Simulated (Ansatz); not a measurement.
Relaxation of C3H6Si (10 atoms, charge 0, multiplicity 1), to a largest force component of 0.015 eV/Å in at most 40 steps.

Computed with RKS BHLYP-D4/def2-SVP in Ansatz.

```xyz
10
Properties=species:S:1:pos:R:3
Si -1.002 0.999 -0.935
C 0.003 -0.243 0.007
C 0.342 -1.458 0.347
C 1.119 -0.386 1.025
H -1.961 0.286 -1.780
H -1.696 1.853 0.031
H -0.090 1.804 -1.753
H 0.221 -2.510 0.265
H 0.921 -0.155 2.067
H 2.143 -0.190 0.726
```

**Question.** Where does it end, and by what steps?

**Answer.** The run converged. After 5 steps the energy has fallen by 0.032 eV; H8 moved furthest, 0.05 Å.

```json
{"step": "0", "energy less start (eV)": "0.0000", "largest force component (eV/Å)": "1.618", "accepted": "yes"}
{"step": "1", "energy less start (eV)": "-0.0282", "largest force component (eV/Å)": "0.341", "accepted": "yes"}
{"step": "2", "energy less start (eV)": "-0.0311", "largest force component (eV/Å)": "0.117", "accepted": "yes"}
{"step": "3", "energy less start (eV)": "-0.0322", "largest force component (eV/Å)": "0.061", "accepted": "yes"}
{"step": "4", "energy less start (eV)": "-0.0323", "largest force component (eV/Å)": "0.028", "accepted": "yes"}
{"step": "5", "energy less start (eV)": "-0.0323", "largest force component (eV/Å)": "0.009", "accepted": "yes"}
```

```xyz
10
Properties=species:S:1:pos:R:3
Si -0.995 0.979 -0.928
C 0.018 -0.232 0.022
C 0.347 -1.439 0.352
C 1.134 -0.394 1.039
H -1.969 0.271 -1.789
H -1.719 1.862 0.015
H -0.105 1.812 -1.769
H 0.182 -2.499 0.230
H 0.940 -0.163 2.090
H 2.166 -0.198 0.738
```

Whether the end is a true minimum wasn't checked by a vibrational analysis.

Run time: 24 s on 1 thread of Arm Neoverse V1, with other jobs on the host, peak memory 0.17 GiB.
